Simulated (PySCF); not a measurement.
State search for MnO

Unrestricted PBE0; Mn x2c-TZVPPall, O x2c-TZVPPall; spin-free X2C with a Gaussian nucleus (PySCF 2.14). Outer shells of the fragments: Mn 3d5 4s2; O 2s2 2p4.

Followed along the bond (rough minima from three points):

| 2Ms+1 | unpaired | ⟨S²⟩ at the start | R at minimum (Å) | Te (eV) |
| --- | --- | --- | --- | --- |
| 6 | σ ↑, π ↑↑, δ ↑↑ | 8.94 | 1.62 | 0.00 |
| 4 | π ↑, δ ↑↑ | 5.03 | 1.72 | 1.34 |
| 4 | σ ↓, π ↑↑, δ ↑↑ | 4.95 | 1.59 | 1.44 |
| 4 | σ ↑, π ↑↓, δ ↑↑ | 4.85 | 1.62 | 1.63 |
| 6 | σ ↑↑, π ↑, δ ↑↑ | 9.48 | none in the scan | ≤ 1.03 |
| 8 | σ ↑↑, π ↑↑↑, δ ↑↑ | 15.76 | none in the scan | ≤ 1.35 |

Solutions found at the starting distance of 1.720 Å, counted from the lowest of them; the search is not exhaustive and high or unbound solutions are not listed, so other states can lie among these:

| 2Ms+1 | unpaired | term | E (eV) | ⟨S²⟩ | ⟨Lz²⟩ | μ (D) |
| --- | --- | --- | --- | --- | --- | --- |
| 6 | σ ↑, π ↑↑, δ ↑↑ | ⁶Σ⁺ | 0.00 | 8.94 | 0.00 | -5.35 |
| 6 | σ ↑↑, π ↑, δ ↑↑ | mixed | 0.97 | 9.48 | 1.02 | -1.66 |
| 4 | π ↑, δ ↑↑ | mixed | 1.19 | 5.03 | 1.03 | -2.66 |
| 4 | σ ↓, π ↑↑, δ ↑↑ | mixed | 1.58 | 4.95 | 0.00 | -4.41 |
| 4 | σ ↑, π ↑↓, δ ↑↑ | mixed | 1.62 | 4.85 | 2.01 | -5.00 |
| 8 | σ ↑↑, π ↑↑↑, δ ↑↑ | ⁸Π | 1.66 | 15.76 | 1.01 | -1.27 |

A term symbol is given only where ⟨S²⟩ and ⟨Lz²⟩ are close to those of a pure state; real π, δ and φ orbitals otherwise mix terms. A positive dipole means Mn(−)O(+).

The state is the lowest single determinant that the PBE0 search found; with open d or f shells the true ground state can be another one.
